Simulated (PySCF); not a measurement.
These are CAM-B3LYP-D3(BJ)/def2-TZVP in PySCF 2.14.0 values and carry that method's errors. All species are isolated molecules in the gas phase. One relaxed conformer stands for a flexible species; it need not be the lowest. Excitations are Tamm–Dancoff values on a coarser integration grid. The basis has no diffuse functions, so Rydberg states are missing or too high.

Reference species (SMILES): `C=C(Cl)C[SiH3]` (Cl–C–C–Si torsion 74°) (neutral, multiplicity 1).

```
Quantity                  Value
----------------------  -------
S1 oscillator strength    0.002
S1 excitation (TDA)     6.67 eV
```

Changed species: `[SiH3]C/C=C\Cl` (Si–C–C–C torsion 96°).

**Question.** Give the shifts of the S1 oscillator strength and S1 excitation (TDA).

**Answer.** the S1 oscillator strength rises by 0.012, to 0.014; the S1 excitation (TDA) rises by 0.10 eV, to 6.77 eV.
